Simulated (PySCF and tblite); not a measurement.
Values are calculated unless marked as measured or tabulated.
C7H11N, numbered as in [C-:1]#[N+:2][CH:3]1[CH2:4][CH2:5][CH2:6][CH2:7][CH2:8]1.

Geometries PBE0-D3(BJ)/def2-SVP; weights from B3LYP-D3(BJ)/def2-SVPD (IEF-PCM, chloroform) energies and GFN2-xTB thermal corrections, with symmetry numbers and mirror pairs. Conformers within 3 kcal/mol (GFN2-xTB free energy) were kept, 8 at most. Run with PySCF (density fitting) and tblite.

Rotational constants are equilibrium values for the commonest isotopes; dipoles come from the energy level named and are polarised by its solvent model.

The 6-ring runs over atoms 3–4–5–6–7–8.

| conformer | shape | symmetry | weight % |
| --- | --- | --- | --- |
| 1 | 6-ring chair (N2 axial) | Cs | 52.4 |
| 2 | 6-ring chair (all substituents equatorial) | Cs | 47.6 |

Sets of constants, in random order:

```
set  A (MHz)  B (MHz)  C (MHz)  abs μa (D)  abs μb (D)  abs μc (D)
  P     4279     1474     1178        5.12        0.00        0.94
  Q     3065     1854     1620        3.63        0.01        3.22
```

Q: Match each set to its conformer.

A: P is conformer 2, Q is conformer 1.
